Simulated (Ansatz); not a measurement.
`C#CBN=C` + `C[SiH3]` → `C#CB[SiH2]C` + `C=N`  (formal exchange of groups at a B–N bond)

Program: Ansatz. Geometries: PBE0-D4/def2-TZVP. ΔE: electronic, gas phase. CCSD(T)/CBS adds triple-zeta CCSD(T) − MP2 to the extrapolated MP2 energy (def2 sets, frozen cores). This one scheme is used for every species. Functionals use def2-TZVPP. B3LYP here is the variant with VWN-RPA as its local correlation; programs differ in this. One conformer a species, not always the lowest.

`C#CBN=C`:

```xyz
9

C    -0.634   -1.126   -2.315
C    -0.346   -0.310   -1.476
B     0.016    0.761   -0.451
N     0.235    0.431    0.849
C     0.437    0.148    2.037
H    -0.888   -1.848   -3.056
H     0.118    1.913   -0.759
H     1.436   -0.114    2.400
H    -0.375    0.145    2.771
```

`C[SiH3]`:

```xyz
8

C    -0.715    0.324    0.599
Si    0.640   -0.290   -0.536
H    -0.967    1.363    0.375
H    -0.401    0.268    1.643
H    -1.620   -0.277    0.483
H     0.211   -0.211   -1.958
H     0.979   -1.707   -0.231
H     1.872    0.529   -0.375
```

`C#CB[SiH2]C`:

Cartesian coordinates in Å:
```
C -2.622 -0.032 -1.101
C -1.483 0.362 -1.222
B -0.060 0.815 -1.313
Si 1.290 0.300 0.093
C 0.601 -0.766 1.471
H -3.629 -0.370 -1.007
H 0.269 1.495 -2.241
H 2.413 -0.407 -0.595
H 1.864 1.561 0.653
H 0.195 -1.697 1.069
H 1.371 -1.016 2.204
H -0.209 -0.246 1.989
```

`C=N`:

Cartesian coordinates in Å:
```
C 0.269 -0.053 -0.278
N -0.177 0.514 0.756
H -0.243 -0.852 -0.825
H 1.236 0.262 -0.674
H -1.085 0.129 1.021
```

**Question.** Is it downhill or uphill in electronic energy at CCSD(T)/CBS, and by how much? (Estimate.)

**Answer.** The calculation gave: Uphill: ΔE = +120.3 kJ/mol.

**Question.** What do these levels give: r2SCAN-D4, B3LYP-D4, ωB97M-V, PBE, r2SCAN, CCSD(T)/def2-TZVPP? (An estimate is asked.)

**Answer.** Computed: r2SCAN-D4 127.8, B3LYP-D4 129.5, ωB97M-V 126.1, PBE 128.1, r2SCAN 128.6, CCSD(T)/def2-TZVPP 120.2 kJ/mol.

Largest T1 diagnostic among the species: 0.016.

From PBE to PBE0 (25 % exact exchange), in def2-TZVPP and without D4, ΔE moves by −3.2 kJ/mol. The D4 term adds −3.7 kJ/mol with B3LYP and −2.3 kJ/mol with PBE0; it sums over pairs of atoms, weighted by their polarisabilities, and B3LYP, whose exchange is more repulsive, gets the larger term.
